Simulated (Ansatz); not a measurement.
(1) Predict a relaxed structure of Nb2(F)10 (Nb2F10), charge 0, singlet, at PBE-D4/def2-SVP (Ansatz).

## Answers

(1) 
Cartesian coordinates in Å:
```
Nb 1.4387 -0.6478 -0.6915
F 1.8195 1.1583 -0.9978
F 3.0444 -0.9938 0.1456
F 0.6603 -2.2747 -0.1931
F 1.7306 -1.1561 -2.4393
F 0.5493 0.0678 1.0807
Nb -1.4387 0.6479 0.6915
F -1.8194 -1.1584 0.9977
F -3.0444 0.9938 -0.1456
F -0.6602 2.2747 0.1932
F -1.7308 1.1560 2.4393
F -0.5493 -0.0678 -1.0807
```
Point group D2h (tolerance 0.1 Å). This is one stationary point.

In the def2 sets Nb takes a core potential; there is no spin–orbit coupling. The relaxation made no stability test and no search for a lower SCF solution.
